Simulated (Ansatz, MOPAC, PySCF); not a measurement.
System: SnS (charge 0, singlet). SMILES: [Sn]=[S]
Structure (B3LYP-D3(BJ)/def2-TZVP (Ansatz, a first-principles code) minimum search):
```xyz
2

Sn     0.0000     0.0000    -0.5388
S      0.0000     0.0000     1.6838
```
Charge 0, spin multiplicity 1.

Unscaled harmonic wavenumbers (cm⁻¹) in rising order, each level at the stationary point that it reaches from this structure (no distance between atoms moves by over 0.3 Å); the order of modes can differ between levels, and a negative number is imaginary. B3LYP-D3(BJ)/def2-TZVP (PySCF, at the structure above): 485.

AM1 (MOPAC): 389. Zero-point energy 0.6 against 0.7 kcal/mol.

PM3 (MOPAC): 376. Zero-point energy 0.5 against 0.7 kcal/mol.

PM6 (MOPAC): 497. Zero-point energy 0.7 against 0.7 kcal/mol.

B3LYP/6-31G* with LANL2DZ past Ar (Ansatz): 459. Zero-point energy 0.7 against 0.7 kcal/mol.
